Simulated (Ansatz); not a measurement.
`[NH2][Ti]([OH])([F])[F]` + H–F → `[NH2][Ti]([F])([F])[F]` + H₂O at 600 K and 1 bar (ligand exchange at a Ti–O bond).

Calculated with Ansatz (gas phase, PBE0-D4/def2-TZVP geometries, no zero-point term in ΔE). CCSD(T)/CBS adds triple-zeta CCSD(T) − MP2 to the extrapolated MP2 energy (def2 sets, frozen cores). This one scheme is used for every species. For Ti outer-core shells are correlated without core-valence functions, which leaves a few kJ/mol of doubt a bond. Scalar relativity is left out up to krypton. Each species was taken in one conformer, which may not be the lowest.

| species | CCSD(T)/CBS energy (Eh) | H − E (kJ/mol) | S (J/(mol·K)) |
| --- | --- | --- | --- |
| `[NH2][Ti]([OH])([F])[F]` | -1180.41840 | 173.6 | 454.8 |
| H–F | -100.39570 | 42.3 | 194.0 |
| `[NH2][Ti]([F])([F])[F]` | -1204.44931 | 139.5 | 438.7 |
| H₂O | -76.37941 | 76.8 | 212.8 |

H − E and S are ideal-gas, rigid-rotor, harmonic terms from PBE0-D4/def2-TZVP, for one conformer and one mirror image of each species. 1 Eh = 2625.50 kJ/mol, R = 8.31446 J/(mol·K).

Problem. By hand: ΔE, ΔH, ΔS and ΔG.

Solution. ΔE = (-1204.44931) + (-76.37941) − (-1180.41840) − (-100.39570) = -0.01462 Eh = -38.4 kJ/mol. Δ(H − E) = 139.5 + 76.8 − 173.6 − 42.3 = 0.4, so ΔH = -38.0 kJ/mol. ΔS = 438.7 + 212.8 − 454.8 − 194.0 = 2.7 J/(mol·K). ΔG = -38.0 − 600 × (2.7)/1000 = -39.6 kJ/mol.

Problem. By hand: the equilibrium constant, and the temperature at which ΔG would vanish if ΔH and ΔS stayed fixed.

Solution. log₁₀ K = −ΔG/(RT ln 10) = 3.4. ΔH and −TΔS have one sign here, so there is no such temperature.

The number of gas molecules stays the same, so ΔS is small and ΔH decides. A doubt of 5 kJ/mol in ΔE shifts log₁₀ K by 0.4 here. Other conformers and mirror images would add mixing entropy, several J/(mol·K) or more a flexible species. Modes under 60 cm⁻¹, often nearly free rotors, make the harmonic entropy too high. These are equilibria of isolated gas molecules and say nothing of rates. Largest T1 diagnostic: 0.024 (customary marks: 0.02 for closed shells, 0.045 for open ones).

ΔS is within the doubt of such terms, so its sign, and with it that verdict, could turn.
